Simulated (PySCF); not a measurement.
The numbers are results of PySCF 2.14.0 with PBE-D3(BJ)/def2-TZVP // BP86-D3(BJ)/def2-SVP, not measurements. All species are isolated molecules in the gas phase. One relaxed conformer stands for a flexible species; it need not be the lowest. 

Reference species: [Mo(F)3(NH2)3] (neutral, multiplicity 1).

- HOMO: -6.60 eV
- charge on the central atom (Mulliken): 1.51 e

Changed species: [Mo(F)2(NH2)4] (4 of 6 F replaced by NH2; the reference has 3 of 6 F replaced by NH2).

**Question.** What does the change do to the HOMO and charge on the central atom (Mulliken)?

**Answer.** the HOMO rises by 0.97 eV, to -5.63 eV; the charge on the central atom (Mulliken) decreases by 0.02 e, to 1.49 e.
